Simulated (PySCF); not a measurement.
## Property card for `C=CC[SiH2]CC`

Compound: C₅H₁₂Si.
Structure used (PBE0-D3(BJ)/def2-SVP), in Å, numbered top down from 1:
```
atom  x, y, z in Å
C1     2.0063    1.7162    0.3577
C2     2.0308    0.3802    0.3371
C3     1.1012   -0.5233    1.0745
Si4   -0.1818   -1.3004   -0.0925
C5    -1.1957    0.0325   -0.9562
C6    -1.9635    0.9473   -0.0060
H7     1.2950    2.2702    0.9795
H8     2.7036    2.3057   -0.2423
H9     2.7698   -0.1162   -0.3059
H10    0.5618    0.0203    1.8681
H11    1.6500   -1.3486    1.5598
H12    0.5310   -2.1402   -1.1088
H13   -1.0781   -2.1971    0.7087
H14   -1.8851   -0.4675   -1.6583
H15   -0.5008    0.6217   -1.5796
H16   -2.6465    0.3787    0.6458
H17   -1.2816    1.5125    0.6488
H18   -2.5717    1.6853   -0.5525
```

Among its groups: C=C double bond, Si–H bond and C–Si bond.

**PBE0-D3(BJ)/def2-SVP geometry optimisation, gas phase (PySCF)**

```
Point group                  : C1
Rotational constants A, B, C : 3.422, 1.910, 1.432 GHz
```

**CAM-B3LYP/def2-SVPD ground state, ΔSCF and vertical TDDFT (core frozen in the response) (PySCF)**

```
Dipole moment                                                     : 0.34 D
HOMO energy                                                       : -8.39 eV
LUMO energy                                                       : 1.14 eV
HOMO–LUMO gap                                                     : 9.53 eV
Lowest singlet excitation                                         : 6.73 eV (184 nm, f = 0.316)
Strongest line among the 10 lowest singlet transitions            : S1 at 6.73 eV (184 nm, f = 0.316)
Lowest triplet excitation (Tamm–Dancoff)                          : 4.20 eV
Static isotropic polarisability                                   : 89.4 au
Vertical ionisation energy                                        : 9.15 eV
Electronic spatial extent ⟨r²⟩ about the centre of nuclear charge : 941 bohr²
```

From KT3/pcSseg-1 ground state and GIAO shieldings, non-relativistic (PySCF):

```
13C chemical shifts (computed TMS as zero) by class         : 131.5 (C2), 109.7 (C1), 19.8 (C3), 11.6 (C6), 4.3 (C5) ppm
1H chemical shifts (computed TMS as zero) by class          : 5.69 (H9), 5.04 (H7), 4.99 (H8), 3.88 (H12/H13), 1.79 (H10/H11), 1.03 (H16/H17/H18), 0.76 (H14/H15) ppm
Isotropic shieldings of nuclei other than C and H, by class : 403 (Si4) ppm
```

Monoisotopic mass (most abundant isotopes): 100.0708 u.

The rotational constants make it an asymmetric top with κ = (2B − A − C)/(A − C) = -0.52, nearer the prolate limit (−1). S1 lies 2.80 eV below the HOMO–LUMO gap; its leading configuration is HOMO→LUMO, weight 0.91. The 10 singlets span 6.73 to 8.44 eV, and their oscillator strengths add up to 0.54. The ΔSCF ionisation energy exceeds −ε(HOMO) by 0.76 eV with CAM-B3LYP.

 NMR classes are plain means over equivalent atoms (diastereotopic ones count apart unless rotation or inversion swaps them), as if these changed places fast; in this geometry the members of some classes differ.

One conformer stands for the species.
